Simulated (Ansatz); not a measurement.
Consider the ligand exchange at a B–C bond: `N=CBO` + `OCO` → `OBOCO` + `C=N`.

Computed with Ansatz on PBE0-D4/def2-TZVP structures; ΔE is electronic, products minus reactants. CBS: MP2 limit from def2 TZ/QZ plus the TZ coupled-cluster correction, frozen cores. This one scheme is used for every species. DFT in def2-TZVPP. B3LYP here is the variant with VWN-RPA as its local correlation; programs differ in this. Each species was taken in one conformer, which may not be the lowest.

```
             level  ΔE (kJ/mol)  difference from CCSD(T)/CBS
            PBE-D4       -102.7                          5.5
         r2SCAN-D4       -111.3                         -3.1
           PBE0-D4       -106.3                          1.9
          B3LYP-D4       -112.2                         -4.0
           ωB97X-V       -109.4                         -1.2
           ωB97M-V       -110.0                         -1.8
            B2PLYP       -112.8                         -4.6
               PBE       -102.8                          5.4
            r2SCAN       -111.1                         -2.9
              PBE0       -106.3                          1.9
             B3LYP       -112.6                         -4.4
     HF/def2-TZVPP       -125.3                        -17.1
    MP2/def2-TZVPP       -111.5                         -3.3
SCS-MP2/def2-TZVPP       -112.9                         -4.7
   CCSD/def2-TZVPP       -112.7                         -4.5
CCSD(T)/def2-TZVPP       -110.5                         -2.3
     HF/def2-QZVPP       -126.1                        -17.9
    MP2/def2-QZVPP       -110.4                         -2.2
SCS-MP2/def2-QZVPP       -112.0                         -3.8
      HF/CBS(def2)       -126.2                        -18.0
     MP2/CBS(def2)       -109.2                         -1.0
    CCSD/CBS(def2)       -110.4                         -2.2
       CCSD(T)/CBS       -108.2                            0
```

Largest T1 diagnostic among the species: 0.014.

In def2-TZVPP, CCSD(T) changes the Hartree–Fock value by +14.8 kJ/mol (the triples alone add +2.1 kJ/mol) and MP2 by +13.8 kJ/mol. From PBE to PBE0 (25 % exact exchange), in def2-TZVPP and without D4, ΔE moves by −3.5 kJ/mol.
